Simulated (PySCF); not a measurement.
**Electron correlation in S(6+) (sulfur, charge +6)**

Starting occupation: [Ne]. Computed with PySCF 2.14 in an uncontracted even-tempered set (19 s from 0.11 bohr⁻², ratio 2.6; 13 p from 0.15 bohr⁻², ratio 2.6; 7 d from 0.15 bohr⁻², ratio 2.8; 3 f from 9.5 bohr⁻², ratio 2.8), with X2C-1e with screened-nucleus spin-orbit coupling, Gaussian nucleus. Frozen: 1s2; 8 electrons correlated; the 50 highest virtual spinors left out.

MP2 pair energies summed by pair of shells (mhartree):

| pair | energy | share (%) |
| --- | --- | --- |
| 2p1/2-2p3/2 | -93.65 | 33.3 |
| 2p3/2-2p3/2 | -88.92 | 31.7 |
| 2p3/2-2s1/2 | -44.30 | 15.8 |
| 2p1/2-2s1/2 | -22.20 | 7.9 |
| 2p1/2-2p1/2 | -21.11 | 7.5 |
| 2s1/2-2s1/2 | -10.74 | 3.8 |

Total MP2 correlation energy: -280.92 mhartree.

The virtual space was cut to 44 spinors, which keep -210.83 of the -280.92 mhartree of MP2 correlation.

```
  level  correlation energy (mhartree)
   CCSD                        -214.13
    (T)                          -0.20
CCSD(T)                        -214.33
```

Diagnostics: T1 = 0.00079, largest double amplitude 0.013.

Is a single reference adequate?

Yes: T1 lies below 0.03 and no double amplitude reaches 0.07.

The coupled-cluster values are those of the cut space; adding the MP2 remainder, -70.09 mhartree, estimates the full space.
